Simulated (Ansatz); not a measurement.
**Nudged elastic band run: AlH$_{6}$NO$_{2}$**

Input file:

```yaml
crystal:
  periodic: [false, false, false]
  atoms:
    - { symbol: Al, position_ang: [-0.012173, -0.051116, 0.272569] }
    - { symbol: H, position_ang: [-0.208977, -0.950484, 1.572614] }
    - { symbol: O, position_ang: [1.557753, 0.016376, -0.439428] }
    - { symbol: H, position_ang: [1.941306, -0.584046, -1.053162] }
    - { symbol: O, position_ang: [-1.374036, 0.106123, -0.772264] }
    - { symbol: H, position_ang: [-2.075703, -0.507363, -0.896411] }
    - { symbol: "N", position_ang: [0.070616, 1.876209, 0.937751] }
    - { symbol: H, position_ang: [0.982086, 2.227274, 0.685521] }
    - { symbol: H, position_ang: [-0.628775, 2.407916, 0.442383] }
    - { symbol: H, position_ang: [-0.067298, 2.005412, 1.926828] }
basis:
  gaussian: { orbitals: def2-SVP }
hamiltonian:
  xc: hf
neb:
  order_check: false
  images: 7
  f_tol: 0.05
  max_iterations: 60
  initial_path: linear
  final_atoms:
    - { symbol: Al, position_ang: [0.05887219, 0.54797885, -0.60345139] }
    - { symbol: H, position_ang: [-0.18718341, 0.33093871, 3.68155773] }
    - { symbol: O, position_ang: [1.52192029, -0.19642259, -0.98600714] }
    - { symbol: H, position_ang: [1.76112092, -0.95316094, -1.48710967] }
    - { symbol: O, position_ang: [-1.43731535, -0.00471643, -1.14790781] }
    - { symbol: H, position_ang: [-1.719088, -0.73236895, -1.66955759] }
    - { symbol: "N", position_ang: [0.09595314, 1.97902626, 0.41699287] }
    - { symbol: H, position_ang: [0.9290854, 2.40470386, 0.77331745] }
    - { symbol: H, position_ang: [-0.70914113, 2.51002646, 0.68554826] }
    - { symbol: H, position_ang: [-0.12942505, 0.66029577, 3.0130183] }
```

Launched with:

```bash
$ ansatz run input.yaml --threads 1 --pin off --max-ram 2048MiB --backend cpu --events-out ev --progress --plain --runs-dir out
```

Output, in part (warnings, iteration lines, the closing report on the highest movable image, with atoms numbered from 0):

```
NEB end point (image 0): max|allowed force component| = 2.512e-2 eV/Å (the criterion of neb.relax_end_points is 1.000e-2)
NEB end point (image 8): max|allowed force component| = 9.665e-3 eV/Å (the criterion of neb.relax_end_points is 1.000e-2)
NEB iter   1: max|band force component| = 6.544e0 eV/Å  barrier→ = 5.6926 eV  barrier← = 4.9289 eV  Δτ_max = 0.2000 Å  (309 SCF iters)
NEB iter   2: max|band force component| = 3.233e0 eV/Å  barrier→ = 3.7845 eV  barrier← = 3.0209 eV  Δτ_max = 0.2000 Å  (215 SCF iters)
NEB iter   3: max|band force component| = 1.852e1 eV/Å  barrier→ = 2.9097 eV  barrier← = 2.1461 eV  Δτ_max = 0.1005 Å  (220 SCF iters)
NEB iter   4: max|band force component| = 1.385e1 eV/Å  barrier→ = 2.4686 eV  barrier← = 1.7050 eV  Δτ_max = 0.2000 Å  (218 SCF iters)
NEB iter   5: max|band force component| = 1.669e0 eV/Å  barrier→ = 1.9099 eV  barrier← = 1.1463 eV  Δτ_max = 0.2000 Å  (216 SCF iters)
NEB iter   6: max|band force component| = 1.770e0 eV/Å  barrier→ = 1.8433 eV  barrier← = 1.0797 eV  Δτ_max = 0.1015 Å  (210 SCF iters)
NEB iter   7: max|band force component| = 1.409e0 eV/Å  barrier→ = 1.9128 eV  barrier← = 1.1492 eV  Δτ_max = 0.1018 Å  (213 SCF iters)
NEB iter   8: max|band force component| = 5.104e-1 eV/Å  barrier→ = 1.9988 eV  barrier← = 1.2352 eV  CI = image 3  Δτ_max = 0.0832 Å  (211 SCF iters)
NEB iter   9: max|band force component| = 3.393e-1 eV/Å  barrier→ = 1.9879 eV  barrier← = 1.2243 eV  CI = image 3  Δτ_max = 0.0400 Å  (222 SCF iters)
NEB iter  10: max|band force component| = 1.110e-1 eV/Å  barrier→ = 1.9799 eV  barrier← = 1.2163 eV  CI = image 3  Δτ_max = 0.0240 Å  (217 SCF iters)
NEB iter  11: max|band force component| = 1.285e-1 eV/Å  barrier→ = 1.9785 eV  barrier← = 1.2149 eV  CI = image 3  Δτ_max = 0.0121 Å  (205 SCF iters)
NEB iter  12: max|band force component| = 6.852e-2 eV/Å  barrier→ = 1.9777 eV  barrier← = 1.2141 eV  CI = image 3  Δτ_max = 0.0120 Å  (220 SCF iters)
NEB iter  13: max|band force component| = 4.374e-2 eV/Å  barrier→ = 1.9771 eV  barrier← = 1.2135 eV  CI = image 3  Δτ_max = 0.0120 Å  (225 SCF iters)
NEB iter  14: max|band force component| = 4.374e-2 eV/Å  barrier→ = 1.9766 eV  barrier← = 1.2130 eV  CI = image 3  Δτ_max = 0.0000 Å  (272 SCF iters)
Total energy: -12229.44284001 eV, -449.4237349564 hartree
Atom 0 at     0.008078     0.328328     0.033147 Å, force    -0.001100    -0.001483     0.000723 eV/Å
Atom 1 at    -0.141527    -0.096907     1.798813 Å, force     0.003655     0.002620    -0.002919 eV/Å
Atom 2 at     1.507454    -0.228867    -0.519328 Å, force    -0.020287     0.003900    -0.014088 eV/Å
Atom 3 at     1.763659    -0.898389    -1.125668 Å, force     0.006675     0.001411     0.013961 eV/Å
Atom 4 at    -1.480244     0.045794    -0.720902 Å, force     0.016414    -0.001264    -0.010202 eV/Å
Atom 5 at    -1.809476    -0.636901    -1.275000 Å, force    -0.003084     0.005200     0.012493 eV/Å
Atom 6 at     0.096505     1.992272     0.902818 Å, force     0.004791    -0.019415    -0.004408 eV/Å
Atom 7 at     0.964240     2.496974     0.972341 Å, force    -0.000394     0.007338     0.000414 eV/Å
Atom 8 at    -0.673343     2.639154     0.866736 Å, force    -0.001416     0.007782     0.001379 eV/Å
Atom 9 at    -0.050548     0.904842     1.743443 Å, force    -0.005254    -0.006090     0.002646 eV/Å
Dipole moment:     0.004197     0.070813    -0.154150 e Å
```

The forces met the threshold. The band force fell under the threshold earlier too, but the program's further tests of the path sent the band on. Neighbouring images differ by up to 1.5 eV, so the band resolves the path poorly. Another band between the same ends (7 images) ends at a top of the same energy, where a vibrational analysis finds 1 clearly imaginary mode. The orbitals stay closed-shell, which can raise the energy where a bond breaks towards radicals; this wasn't checked here.

Final band (atoms are numbered from 1 in the order of the input):

```
image  path coordinate (Å)  energy (eV)  Al1–H2 (Å)  N7–H10 (Å)  H2–H10 (Å)
    0                 0.00         0.00        1.59        1.01        2.98
    1                 0.66         0.07        1.60        1.01        2.54
    2                 1.31         0.51        1.62        1.02        1.80
    3                 1.97         1.98        1.82        1.38        1.01
    4                 2.69         1.02        2.29        2.16        0.75
    5                 3.40         0.80        2.87        2.74        0.75
    6                 4.11         0.78        3.51        2.98        0.75
    7                 4.83         0.77        3.93        2.94        0.75
    8                 5.54         0.76        4.30        2.92        0.75
```

Time of the run: 110 s on 1 thread of Arm Neoverse V2, on a shared host, peak memory 0.15 GiB.
